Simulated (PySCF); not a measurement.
Task: Write Cartesian coordinates for `O=c1ccocc1` (pyranone) as optimised with CAM-B3LYP/def2-SVP.

Result: 
```
atom  x, y, z in Å
O1    -0.9917    2.3535    0.0150
C2    -0.5146    1.2371   -0.0369
C3    -1.3160    0.0040   -0.0782
C4    -0.7293   -1.2015   -0.1427
O5     0.6061   -1.3786   -0.1718
C6     1.3991   -0.2899   -0.1304
C7     0.9311    0.9664   -0.0657
H8    -2.4029    0.0870   -0.0567
H9    -1.2603   -2.1537   -0.1778
H10    2.4550   -0.5622   -0.1565
H11    1.6204    1.8105   -0.0342
```

Any rigid rotation of these coordinates is as good. Atoms count from 1 in this order. The 6-membered ring C2–C3–C4–O5–C6–C7 has internal angles of 112.4° to 123.5°; it is planar, 0.00 Å rms from its mean plane, widest ring torsion 0°. The 7 heavy atoms lie in one plane (0.003 Å rms). O5 (ring oxygen) is bent (angle 118.5°). The 4 C–C bonds span 1.342 Å (C6–C7, drawn aromatic) to 1.471 Å (C2–C3, drawn aromatic), a spread of 0.129 Å.

Bonds between heavy atoms (Å): O1=C2 1.215, C2–C3 1.471, C3–C4 1.342, C4–O5 1.347, O5–C6 1.347, C6–C7 1.342, C2–C7 1.471.

Method used: PySCF 2.14.0, CAM-B3LYP/def2-SVP geometry optimisation, gas phase.

Point group: C2v (every atom within 0.08 Å of its image). Stationary, but not proved a minimum.
